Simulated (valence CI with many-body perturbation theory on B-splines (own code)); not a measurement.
Values are calculated unless marked as measured or tabulated.
Sensitivity of CI+MBPT for S II

Level of theory: relativistic CI+MBPT: five valence electrons over a frozen Dirac-Fock core [Ne], a basis of 6 s, 6 p, 5 d, 3 f, 1 g functions for each j, with the one-electron correlation potential Σ1 (screened to all orders), the two-electron term Σ2, the three-electron term Σ3, Breit, model QED; selected single and double excitations, second order for the rest, scaled by the run's own slope (own B-spline code, finite nucleus).

Set against measurement, 26 paired levels are off by 240 cm⁻¹ on average, the worst by 497. Among the levels kept, up to 3200 cm⁻¹ of a level comes from second order outside the variational space, and about a tenth of that is noise between levels of different J, which matters for small intervals.

The reference run has the lowest level 3s²3p³ ⁴S°_3/2 and an ionisation energy of 23.3159 eV. Its largest variational space holds 9997 state functions.

Names give the largest LS component (configuration and term), which can be under half, so a name can repeat, a term be missing and a line seem to break the LS rules; names also repeat where a configuration has a term twice.

Changed runs:
A. lowest core n in screening and Σ2 1 → 1
B. core polarisation of operators on → off; box radius (bohr) 28.009 → 28.72
C. natural orbitals for correlation on → off; QED terms on → off
D. factor on the speed of light 1 → 1.1 (bad on purpose)

Excitation energies of the reference run in cm⁻¹, and shifts in cm⁻¹:

```csv
Level,Reference,A,B,C,D
3s²3p³ ²D°_3/2,15109,0,0,+2883,+6.8
3s²3p³ ²D°_5/2,15140,0,0,+2883,-2.7
3s²3p³ ²P°_1/2,24874,0,0,+2749,-5.6
3s²3p³ ²P°_3/2,24922,0,0,+2743,-19
3s3p⁴ ⁴P_5/2,79325,0,0,-251,-118
3s3p⁴ ⁴P_3/2,79683,0,0,-255,-182
3s3p⁴ ⁴P_1/2,79871,0,0,-240,-217
3s3p⁴ ²D_3/2,98046,0,0,+2185,-126
3s3p⁴ ²D_5/2,98074,0,0,+2189,-133
3s²3p²3d ²P_3/2,105893,0,0,+1509,-25
3s²3p²3d ²P_1/2,106283,0,0,+1563,-100
3s²3p²4s ⁴P_1/2,109490,0,0,+240,+127
Ionisation energy (eV),23.3159,0,0,-0.0449,+0.0149
```

No effect on these energies: A, B.
